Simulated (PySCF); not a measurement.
These 2 structures share the formula C6H7ClO. Theory: PySCF 2.14.0, PBE0-D3(BJ)/def2-SVP geometry optimisation, gas phase. One conformer each; no zero-point energy, no entropy. No frequencies were run at this level. Point groups hold within 0.08 Å.

Question: Rank from lowest to highest electronic energy at this level (kJ/mol).
A. `[CH2:1]=[CH:2]/[C:3](=[CH:4]/[CH3:5])[C:6](=[O:7])[Cl:8]` with C1–C2–C3–C4 -172°, C2–C3–C6–O7 -128°
B. `[CH3:1][C@@:2]1([CH:3]=[O:4])[CH:5]=[CH:6][C@H:7]1[Cl:8]` with C1–C2–C3–O4 -134°

Answer: A (0.0), B (68.6).

As drawn, the higher has a four-membered ring and a quaternary carbon, which the lower lacks.

| SMILES | E (Eh) | E rel (kJ/mol) | dipole (D) | point group | A, B, C (MHz) |
| --- | --- | --- | --- | --- | --- |
| C=C/C(=C/C)C(=O)Cl | -767.37258 | 0.0 | 2.89 | C1 | 2010, 1488, 1006 |
| C[C@@]1(C=O)C=C[C@H]1Cl | -767.34645 | 68.6 | 2.70 | C1 | 2485, 1310, 1260 |
